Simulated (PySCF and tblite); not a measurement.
Results of a calculation; reference values are marked as such.
System: C₅H₇BrO₂, numbered as in [CH3:1][C:2](=[O:3])/[C:4]([Br:5])=[C:6](\[CH3:7])[OH:8].

Motion: rotation about the C2–C4 bond (torsion C1–C2–C4–Br5 from 0° to 180°, rising). GFN2-xTB gives an electronic barrier of 8.3 kcal/mol and a reaction energy of 5.5 kcal/mol.

Spin–orbit effects of heavy atoms on shieldings are missing.

Problem. What does PBE0/pcSseg-1 + D3(BJ) give on GFN2-xTB geometries?

Solution. A barrier of 9.3 kcal/mol, 0.9 above the tight-binding barrier (from unrounded values), a reaction energy of 5.1 kcal/mol and, with GFN2-xTB thermal terms, ΔG‡(298 K) = 8.7 kcal/mol and k = 5×10⁶ s⁻¹ (2 equivalent paths).

Programs: tblite and PySCF.
